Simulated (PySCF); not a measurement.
# Electron correlation in Zn (zinc, neutral)

[Ar] 3d10 4s1 4p1, high-spin 3P determinant (an excited configuration). Calculation: PySCF 2.14, in aug-cc-pwCVTZ-DK (10s9p7d4f3g, 127 functions); the spin-free X2C one-electron Hamiltonian (Gaussian nucleus). Frozen: [Ar]; 12 electrons correlated.

MP2 pair energies summed by pair of shells (mhartree):

| pair | energy | share (%) |
| --- | --- | --- |
| 3d-3d | -479.28 | 92.5 |
| 3d-4s | -25.50 | 4.9 |
| 3d-4p | -10.94 | 2.1 |
| 4s-4p | -2.31 | 0.4 |

Total MP2 correlation energy: -518.03 mhartree.

Same-spin part -191.14 and opposite-spin part -326.89 mhartree; SCS-MP2 scales them by 1/3 and 6/5 to -455.99 mhartree.
